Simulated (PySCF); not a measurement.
Spectrum to structure. Level of theory: PySCF 2.14.0, density-fitted response routines, TDDFT CAM-B3LYP/def2-SVPD, vertical, gas phase, core orbitals frozen in the response. Geometries: PBE0-D3(BJ)/def2-SVP, one conformer each.

```tsv
state	E (eV)	λ (nm)	f
S1	5.42	228.8	0.439
S2	5.67	218.6	0.0074
S3	5.76	215.3	0.108
S4	6.10	203.3	0.119
S5	6.30	197.0	0.013
S6	6.36	194.9	0.0034
S7	6.52	190.2	0.012
S8	6.64	186.6	0.021
S9	6.77	183.1	0.066
S10	6.80	182.3	0.353
```

Triplets computed (Tamm–Dancoff): 3.39, 4.35, 4.97, 5.30 eV.

Orbital energies (eV): HOMO-3 -11.12, HOMO-2 -10.03, HOMO-1 -8.04, HOMO -7.20, LUMO 0.79, LUMO+1 1.00, LUMO+2 1.18.

Task: Which structure fits? All have the formula C6H9NSi.
A. `C#C/C(=N/[SiH3])C1CC1`
B. `[SiH3]Cc1cccnc1`
C. `C=Cc1ccn([SiH3])c1`
D. `N#CC[C@@H]1C=CC[SiH2]1`
E. `C=Cc1cccn1[SiH3]`

Result: C. Its S1 lies at 5.42 eV; the nearest of the others has S1 at 5.00 eV. S1 is HOMO→LUMO (85%). Löwdin shares by element: HOMO carbon 68% or more (atoms not listed hold the other 32%); LUMO carbon 66% or more (atoms not listed hold the other 34%). At the same level the other candidates give, for their lowest levels:
- `N#CC[C@@H]1C=CC[SiH2]1`: 6.82 eV (f 0.012); 6.96 eV (f 0.214); 7.28 eV (f 0.024); 7.41 eV (f 0.005); 7.59 eV (f 0.001); T1 4.30 eV; HOMO -8.87, LUMO 0.78 eV
- `[SiH3]Cc1cccnc1`: 5.00 eV (f 0.005); 5.33 eV (f 0.060); 5.43 eV (f 0.001); 6.06 eV (f 0.157); 6.83 eV (f 0.010); T1 4.11 eV; HOMO -8.40, LUMO 0.20 eV
- `C=Cc1cccn1[SiH3]`: 4.71 eV (f 0.383); 5.55 eV (f 0.006); 5.83 eV (f 0.035); 5.99 eV (f 0.004); 6.12 eV (f 0.000); T1 2.91 eV; HOMO -6.97, LUMO 0.29 eV
- `C#C/C(=N/[SiH3])C1CC1`: 3.86 eV (f 0.000); 5.31 eV (f 0.000); 5.69 eV (f 0.294); 6.40 eV (f 0.214); 6.67 eV (f 0.000); T1 3.36 eV; HOMO -8.48, LUMO -0.44 eV

The values belong to the conformer `[CH2:1]=[CH:2][c:3]1[cH:4][cH:5][n:6]([SiH3:7])[cH:8]1`: C1–C2–C3–C4 1°.
